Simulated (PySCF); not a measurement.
# Bonding in `CC[C@H]1OCC1=O`

C₅H₈O₂.
SMILES with atom numbers: `[CH3:1][CH2:2][C@H:3]1[O:4][CH2:5][C:6]1=[O:7]` (hydrogens: H8, H9, H10 on C1; H11, H12 on C2; H13 on C3; H14, H15 on C5)

Structure used (PBE0-D3(BJ)/def2-SVP), in Å, numbered top down from 1:
```xyz
15
C5H8O2 angstrom
C     -1.988    0.446    0.325
C     -1.025   -0.017   -0.758
C      0.242   -0.603   -0.170
O      1.208   -1.024   -1.143
C      2.230   -0.152   -0.669
C      1.267    0.384    0.380
O      1.282    1.228    1.222
H     -2.317   -0.396    0.954
H     -2.886    0.905   -0.114
H     -1.515    1.189    0.984
H     -1.486   -0.785   -1.400
H     -0.752    0.820   -1.422
H      0.002   -1.415    0.545
H      2.567    0.586   -1.420
H      3.112   -0.680   -0.264
```

Bond orders from the PBE0/pcSseg-1 density (PySCF). The structure is a single PBE0-D3(BJ)/def2-SVP conformer in the gas phase; no vibrational or solvent corrections.

Task: How far do the computed orders between heavy atoms stray from the drawn ones?

Result: The largest departure is 0.095, at C3–O4 (drawn single, 0.905).

Task: Set the Mayer orders of the bonds between heavy atoms beside their lengths.

Result: 
| bond | drawn as | length (Å) | Mayer order |
| --- | --- | --- | --- |
| C1–C2 | single | 1.521 | 1.040 |
| C2–C3 | single | 1.515 | 1.000 |
| C3–O4 | single | 1.434 | 0.905 |
| O4–C5 | single | 1.424 | 0.939 |
| C5–C6 | single | 1.522 | 0.965 |
| C6–O7 | double | 1.192 | 2.067 |
| C6–C3 | single | 1.526 | 0.910 |

Bonds between the same two heavy elements. C–C: lowest C6–C3 (0.910, 1.526 Å), highest C1–C2 (1.040, 1.521 Å); in 1 of the 6 pairs the longer bond (by over 0.003 Å) has the higher order (by 0.02 or more). C–O: lowest C3–O4 (0.905, 1.434 Å), highest C6–O7 (2.067, 1.192 Å).

Task: And the bonds to hydrogen?

Result: C–H: 0.91 to 0.96 (8 bonds).

Task: Sum the orders of all bonds at each heavy atom with more than one neighbour and set the sums beside the valence in the SMILES.

Result: C1 3.924 (drawn 4), C2 3.930 (drawn 4), C3 3.728 (drawn 4), O4 1.844 (drawn 2), C5 3.759 (drawn 4), C6 3.942 (drawn 4). Orders between atoms that aren't bonded are not in these sums.

The Mayer order sums products of elements of PS (density times overlap matrix) between the two atoms' basis functions, so it depends on the basis set.
